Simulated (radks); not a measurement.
Problem. All-electron atom: the mercury ion Hg3+ in [Kr] 4d10 4f14 5s2 5p(1/2: 1, 3/2: 4) 5d10 (not the ground configuration). Calculated with a radial shooting solver on a logarithmic mesh with Libxc functionals: Dirac Kohn-Sham, relativistic LDA (MacDonald-Vosko exchange, VWN5 correlation), spin-unpolarised, spherical densities, finite nucleus; Fermi nuclear charge, rms radius 5.4648 fm. Some entries of the table are withheld. Estimate them.

| orbital | occ. | eigenvalue (eV) | <r> (bohr) | <1/r> (bohr^-1) |
|---|---|---|---|---|
| 1s1/2 | 2 | -82436.66 | 0.01667 | 97.01 |
| 2s1/2 | 2 | -14648.55 | 0.06955 | 23.91 |
| 2p1/2 | 2 | -14071.67 | 0.05715 | 23.87 |
| 2p3/2 | 4 | -12150.60 | 0.06577 | 19.36 |
| 3s1/2 | 2 | -3506.823 | 0.1808 | 8.780 |
| 3p1/2 | 2 | -3243.972 | (1) | 8.698 |
| 3p3/2 | 4 | -2818.011 | (2) | 7.518 |
| 3d3/2 | 4 | -2378.529 | 0.1624 | 7.424 |
| 3d5/2 | 6 | -2286.695 | 0.1672 | 7.155 |
| 4s1/2 | 2 | -799.9047 | 0.4004 | 3.725 |
| 4p1/2 | 2 | -686.6789 | 0.4021 | 3.618 |
| 4p3/2 | 4 | -583.5036 | 0.4363 | 3.206 |
| 4d3/2 | 4 | -397.1398 | 0.4429 | 3.009 |
| 4d5/2 | 6 | -377.7889 | 0.4541 | 2.914 |
| 5s1/2 | 2 | -154.1976 | 0.8986 | 1.534 |
| 4f5/2 | 6 | -136.7656 | 0.4780 | 2.557 |
| 4f7/2 | 8 | -132.5601 | 0.4846 | 2.521 |
| 5p1/2 | 1 | -116.2557 | 0.9638 | 1.412 |
| 5p3/2 | 4 | -97.5080 | 1.056 | 1.261 |
| 5d3/2 | 4 | -45.2961 | (3) | 0.9753 |
| 5d5/2 | 6 | -43.1358 | (4) | 0.9410 |

Solution. 
(1) 3p1/2 <r> (bohr): 0.1710
(2) 3p3/2 <r> (bohr): 0.1868
(3) 5d3/2 <r> (bohr): 1.343
(4) 5d5/2 <r> (bohr): 1.387
